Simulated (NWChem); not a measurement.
System: SeIBr; SMILES [Se](Br)I

Input file for NWChem:

```
start job
memory heap 200 mb stack 900 mb global 1100 mb
geometry units angstroms
  Se     0.241774    -0.284578     1.087778
  Br     1.149588    -1.814035    -0.371019
  I     -0.874257     1.319252    -0.443208
end
basis spherical
  * library def2-svp
end
ecp
  I library def2-ecp
end
dft
  xc pbe0
  iterations 150
end
driver
  maxiter 120
end
task dft optimize
dft
  grid fine
  convergence energy 1d-8 density 1d-7
end
task dft freq numerical
```

NWChem printed, in part:

```
             Northwest Computational Chemistry Package (NWChem) 7.3.0
             --------------------------------------------------------

 CS  symmetry detected

                             Geometry "geometry" -> ""
                             -------------------------

 Output coordinates in angstroms (scale by  1.889725989 to convert to a.u.)

  No.       Tag          Charge          X              Y              Z
 ---- ---------------- ---------- -------------- -------------- --------------
    1 Se                  34.0000     1.04577878     0.44435647     0.00000000
    2 Br                  35.0000    -0.58364124     2.06806952     0.00000000
    3 I                   53.0000    -0.28545349    -1.65076515     0.00000000

 Effective nuclear repulsion energy (a.u.)     921.0235196592

      Symmetry information
      --------------------

 Group name             Cs
 Group number              2
 Group order               2
 No. of unique centers     3

                                Z-matrix (autoz)
                                --------

 Units are Angstrom for bonds and degrees for angles

      Type          Name      I     J     K     L     M      Value
      ----------- --------  ----- ----- ----- ----- ----- ----------
    1 Stretch                  1     2                       2.30032
    2 Stretch                  1     3                       2.48228
    3 Bend                     2     1     3               102.46777

                           NWChem Geometry Optimization
                           ----------------------------

 maximum gradient threshold         (gmax) =   0.000450
 rms gradient threshold             (grms) =   0.000300
 maximum cartesian step threshold   (xmax) =   0.001800
 rms cartesian step threshold       (xrms) =   0.001200
 fixed trust radius                (trust) =   0.300000
 source of zmatrix                         =   autoz

          -------------------
          Energy Minimization
          -------------------

 Using diagonal initial Hessian
 Scaling for Hessian diagonals: bonds = 1.00  angles = 0.25  torsions = 0.10

          --------
          Step   0

                                 NWChem DFT Module
                                 -----------------

[...]

      ----------------------
      Optimization converged
      ----------------------

  Step       Energy      Delta E   Gmax     Grms     Xrms     Xmax
  ---- ---------------- -------- -------- -------- -------- --------
@    4   -5272.25591700 -4.9D-07  0.00012  0.00010  0.00062  0.00140
                                     ok       ok       ok       ok

                                Z-matrix (autoz)
                                --------

 Units are Angstrom for bonds and degrees for angles

      Type          Name      I     J     K     L     M      Value     Gradient
      ----------- --------  ----- ----- ----- ----- ----- ---------- ----------
    1 Stretch                  1     2                       2.32211    0.00010
    2 Stretch                  1     3                       2.51943   -0.00012
    3 Bend                     2     1     3               103.49630   -0.00006

                         Geometry "geometry" -> "geometry"
                         ---------------------------------

 Output coordinates in angstroms (scale by  1.889725989 to convert to a.u.)

  No.       Tag          Charge          X              Y              Z
 ---- ---------------- ---------- -------------- -------------- --------------
    1 Se                  34.0000     1.04616868     0.44935610     0.00000000
    2 Br                  35.0000    -0.58485470     2.10222575     0.00000000
    3 I                   53.0000    -0.28462994    -1.68992101     0.00000000

 Effective nuclear repulsion energy (a.u.)     907.7230680423

      Symmetry information
      --------------------

 Group name             Cs
 Group number              2
 Group order               2
 No. of unique centers     3

[...]

 Rotational Constants
 --------------------
 A=   0.135961 cm-1  (  0.195613 K)
 B=   0.023058 cm-1  (  0.033175 K)
 C=   0.019715 cm-1  (  0.028364 K)

 Temperature                      =   298.15K
 frequency scaling parameter      =   1.0000

 Zero-Point correction to Energy  =    0.906 kcal/mol  (  0.001444 au)
 Thermal correction to Energy     =    3.729 kcal/mol  (  0.005943 au)
 Thermal correction to Enthalpy   =    4.322 kcal/mol  (  0.006887 au)

 Total Entropy                    =   79.311 cal/mol-K
   - Translational                =   42.828 cal/mol-K (mol. weight = 285.7352)
   - Rotational                   =   29.634 cal/mol-K (symmetry #  =        1)
   - Vibrational                  =    6.849 cal/mol-K

 Cv (constant volume heat capacity) =   11.359 cal/mol-K
   - Translational                  =    2.979 cal/mol-K
   - Rotational                     =    2.979 cal/mol-K
   - Vibrational                    =    5.400 cal/mol-K

[normal modes left out]

 ----------------------------------------------------------------------------
 Normal Eigenvalue ||           Projected Infra Red Intensities
  Mode   [cm**-1]  || [atomic units] [(debye/angs)**2] [(KM/mol)] [arbitrary]
 ------ ---------- || -------------- ----------------- ---------- -----------
    1       -0.000 ||    0.000008           0.000         0.008       0.028
    2       -0.000 ||    0.000001           0.000         0.001       0.003
    3        0.000 ||    0.000020           0.000         0.019       0.071
    4        0.000 ||    0.000030           0.001         0.030       0.108
    5        0.000 ||    0.000001           0.000         0.001       0.003
    6        0.000 ||    0.000009           0.000         0.008       0.030
    7       89.390 ||    0.000076           0.002         0.074       0.270
    8      248.486 ||    0.008248           0.190         8.041      29.328
    9      296.416 ||    0.016919           0.390        16.494      60.159
 ----------------------------------------------------------------------------
```

Level: PBE0/def2-SVP with def2 effective core potentials on I. This build's default masses of Se (78.918 u) and Br (79.917 u) are each other's, which moves their modes by up to 0.6 %. def2 effective core potentials on I; no spin-orbit coupling.
